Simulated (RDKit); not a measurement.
Input for RDKit: UFF on C2H4BCl (SMILES C=CBCl), a point of a torsion scan.

```python
from rdkit import Chem
from rdkit.Chem import AllChem, rdDetermineBonds

blocks = [
'''8

C    -1.23633801    0.08929038   -0.14572489
C    -0.14052862   -0.42539649    0.41460822
B     1.30312982   -0.20049459   -0.10313097
Cl    1.57858120    0.75825031   -1.47568408
H    -1.17357617    0.71396060   -1.02332060
H    -2.22776545   -0.08770300    0.24112436
H    -0.27350734   -1.04485826    1.29487725
H     2.23441365   -0.67798641    0.42884406
''',
]
mol = None
for b in blocks:
    f = Chem.MolFromXYZBlock(b)
    rdDetermineBonds.DetermineBonds(f, charge=0)
    mol = f if mol is None else Chem.CombineMols(mol, f)
Chem.SanitizeMol(mol)
print(Chem.MolToSmiles(Chem.RemoveHs(mol)))
ff = AllChem.UFFGetMoleculeForceField(mol, vdwThresh=100.0, ignoreInterfragInteractions=False)
e = ff.CalcEnergy()
print(f'UFF energy {e:.6f} kcal/mol')
```

Output:

```
C=CBCl
UFF energy 7.176393 kcal/mol
```

The run finished.

Cost: roughly 0.010 core-seconds.
